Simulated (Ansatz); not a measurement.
The cluster LiAl₃ (the lowest singlet isomer of a short search), 4 atoms. Hardware: 4 threads of Arm Neoverse V2 on a shared host.

Correlated methods freeze 15 core orbitals; core or outer-core shells of Li are correlated, in sets that lack core-valence functions.

**Question.** How many basis functions does each of these Ansatz runs have, and roughly what does it cost? r2SCAN-D4/def2-TZVP, charge 0 triplet, relaxation, 4 steps; MP2/def2-TZVP, charge 0 triplet, energy, from earlier orbitals; LDA (SPW92)/def2-TZVP, charge 0 triplet, energy, from earlier orbitals; RPA@PBE/def2-TZVP, charge 0 quintet, energy, from earlier orbitals; PBE0-D4/def2-TZVP, charge 0 triplet, energy, from earlier orbitals; MP2/def2-TZVP, charge 0 quintet, energy, from earlier orbitals; HF/STO-3G, charge 0 triplet, energy; B97M-V/def2-TZVP, charge 0 quintet, energy, from earlier orbitals; PBE-D4/def2-TZVP, charge 0 singlet, energy and forces, from earlier orbitals; CCSD(T)/def2-TZVPD, charge 0 singlet, energy, from earlier orbitals; RPA@PBE/def2-TZVP, charge 0 triplet, energy, from earlier orbitals; PBE-D4/def2-SVP, charge 0 singlet, energy, from earlier orbitals.

**Answer.** Other jobs shared the machine, so times can vary by a factor of up to 3. A dash marks memory too small to be measured apart from the calling script's.

| run | functions | fitting or Cholesky vectors | wall time | peak host memory (GiB) |
| --- | --- | --- | --- | --- |
| HF/STO-3G, charge 0 triplet, energy | 32 | 343 | 0.15 s | – |
| PBE-D4/def2-SVP, charge 0 singlet, energy, from earlier orbitals | 63 | 715 | 0.5 s | – |
| LDA (SPW92)/def2-TZVP, charge 0 triplet, energy, from earlier orbitals | 125 | 906 | 0.85 s | – |
| PBE-D4/def2-TZVP, charge 0 singlet, energy and forces, from earlier orbitals | 125 | 906 | 0.9 s | – |
| MP2/def2-TZVP, charge 0 quintet, energy, from earlier orbitals | 125 | 849 | 0.95 s | – |
| MP2/def2-TZVP, charge 0 triplet, energy, from earlier orbitals | 125 | 846 | 1.1 s | – |
| RPA@PBE/def2-TZVP, charge 0 quintet, energy, from earlier orbitals | 125 | 849 | 2.2 s | – |
| RPA@PBE/def2-TZVP, charge 0 triplet, energy, from earlier orbitals | 125 | 846 | 2.3 s | – |
| CCSD(T)/def2-TZVPD, charge 0 singlet, energy, from earlier orbitals | 146 | 1004 | 4.7 s | 0.77 |
| B97M-V/def2-TZVP, charge 0 quintet, energy, from earlier orbitals | 125 | 906 | 5.5 s | – |
| PBE0-D4/def2-TZVP, charge 0 triplet, energy, from earlier orbitals | 125 | 966 | 6 s | – |
| r2SCAN-D4/def2-TZVP, charge 0 triplet, relaxation, 4 steps | 125 | 906 | 12 s | – |
